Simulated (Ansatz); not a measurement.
`N[Si](F)([SiH3])S` + `[OH][GeH2][SH]` → `N[SiH](F)S` + `[SiH3][O][GeH2][SH]`  (redistribution)

Computed with Ansatz on PBE0-D4/def2-TZVP structures; ΔE is electronic, products minus reactants. CBS: MP2 limit from def2 TZ/QZ plus the TZ coupled-cluster correction, frozen cores. DFT in def2-TZVPP. B3LYP here is the variant with VWN-RPA as its local correlation; programs differ in this. For Ge outer-core shells are correlated without core-valence functions, which leaves a few kJ/mol of doubt a bond. Scalar relativity is left out up to krypton. Each species was taken in one conformer, which may not be the lowest.

```csv
level,ΔE (kcal/mol),difference from CCSD(T)/CBS
PBE-D4,-18.7,7.1
r2SCAN-D4,-23.8,2.0
PBE0-D4,-21.2,4.6
B3LYP-D4,-25.0,0.8
ωB97X-V,-25.0,0.8
ωB97M-V,-26.1,-0.3
B2PLYP,-26.6,-0.8
PBE,-18.9,6.9
r2SCAN,-23.9,1.9
PBE0,-21.4,4.4
B3LYP,-25.2,0.6
HF/def2-TZVPP,-32.3,-6.5
MP2/def2-TZVPP,-27.9,-2.1
SCS-MP2/def2-TZVPP,-28.9,-3.1
CCSD/def2-TZVPP,-27.0,-1.2
CCSD(T)/def2-TZVPP,-26.1,-0.3
HF/def2-QZVPP,-32.8,-7.0
MP2/def2-QZVPP,-27.9,-2.1
SCS-MP2/def2-QZVPP,-28.9,-3.1
HF/CBS(def2),-32.8,-7.0
MP2/CBS(def2),-27.6,-1.8
CCSD/CBS(def2),-26.7,-0.9
CCSD(T)/CBS,-25.8,0
```

Largest T1 diagnostic among the species: 0.012.

From PBE to PBE0 (25 % exact exchange), in def2-TZVPP and without D4, ΔE moves by −2.5 kcal/mol. In def2-TZVPP, CCSD(T) changes the Hartree–Fock value by +6.1 kcal/mol (the triples alone add +0.9 kcal/mol) and MP2 by +4.4 kcal/mol.
